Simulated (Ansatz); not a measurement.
Correlation energies of F$_{2}$H$_{2}$O$_{2}$Sn, SMILES `[OH][Sn]([OH])([F])[F]` by basis set

```xyz
7

O    -0.795    0.321   -1.614
Sn   -0.102   -0.026    0.145
O     1.819   -0.056    0.159
F    -0.661    1.273    1.412
F    -0.856   -1.664    0.741
H    -1.589   -0.189   -1.800
H     2.185    0.342    0.955
```

Total charge 0; spin multiplicity 1. Correlated methods include outer-core shells of Sn, which these sets cover unevenly. Sn: def2 effective core potential. All single points use the PBE0-D4/def2-TZVP geometry. It is one conformer, not always the lowest. Frozen core, restricted reference, Ansatz 0.2.0.

```
     basis     HF (Eh)  MP2 corr.
  def2-SVP  -562.89744   -0.86439
def2-TZVPP  -563.38081   -1.30372
def2-QZVPP  -563.40244   -1.60781
```

(1) Estimate the CCSD correlation energy and the (T) correction in each basis where they were run (hartree).

## Answers

(1) 
```
     basis  CCSD corr.       (T)
  def2-SVP    -0.87397  -0.01700
def2-TZVPP    -1.29354  -0.04212
```
